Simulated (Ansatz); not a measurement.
input.yaml

```yaml
crystal:
  periodic: [false, false, false]
  atoms:
    - { symbol: Si, position_ang: [-0.256919, -0.205755, -0.379618] }
    - { symbol: F, position_ang: [-0.210327, 0.899508, 2.188591] }
    - { symbol: H, position_ang: [0.762767, -0.955233, 0.393667] }
    - { symbol: H, position_ang: [0.112415, 1.222914, -0.530733] }
    - { symbol: H, position_ang: [-0.312988, -0.802613, -1.750582] }
    - { symbol: O, position_ang: [-1.781562, -0.347737, 0.29477] }
    - { symbol: Al, position_ang: [-3.23198, -1.190383, -0.054991] }
    - { symbol: H, position_ang: [-3.265299, -2.198763, -1.279207] }
    - { symbol: H, position_ang: [-4.45407, -0.887937, 0.909288] }
    - { symbol: H, position_ang: [-1.118538, 0.727799, 2.096816] }
basis:
  gaussian: { orbitals: "6-31G*" }
hamiltonian:
  xc: pbe0
  dispersion: d4
relax:
  f_tol: 0.03
  max_steps: 50
output:
  orbitals: {}
```

Run as:

```bash
$ ansatz run input.yaml --threads 1 --pin off --max-ram 2048MiB --backend cpu --events-out ev --progress --plain --runs-dir out
```

Hardware: 1 thread of Arm Neoverse V2, on a shared host.

Task: Roughly how long does this run take, and how much memory?

Result: 29 s, with a peak of 0.16 GiB, for 8 ionic steps.
